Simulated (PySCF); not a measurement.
**How methods differ on the excitation energy of Bi²⁺**

Bi²⁺ [Xe] 4f14 5d10 6s2 6p1 (2P) → Bi²⁺ [Xe] 4f14 5d10 6s2 7s1 (2S), as a difference of total energies. Calculation: PySCF 2.14, in aug-cc-pwCVDZ-PP with ECP60MDF (6s5p4d1f, 48 functions); scalar relativity through the core potential. Correlated levels: valence and next inner shell: nothing frozen outside the core potential. The calculations carry no spin-orbit coupling.

```json
{"method": "UHF", "excitation energy (eV)": "9.855"}
{"method": "MP2 (valence and next inner shell)", "excitation energy (eV)": "9.717"}
{"method": "SCS-MP2 (valence and next inner shell)", "excitation energy (eV)": "9.700"}
{"method": "CCSD (valence and next inner shell)", "excitation energy (eV)": "9.779"}
{"method": "CCSD(T) (valence and next inner shell)", "excitation energy (eV)": "9.756"}
```

Q: How much does correlation contribute at CCSD(T) (valence and next inner shell)?

A: 9.756 − (9.855) = -0.099 eV, measured against UHF.

The promoted electron is Rydberg-like, and one or two diffuse shells describe it only roughly, which tends to raise the upper state.
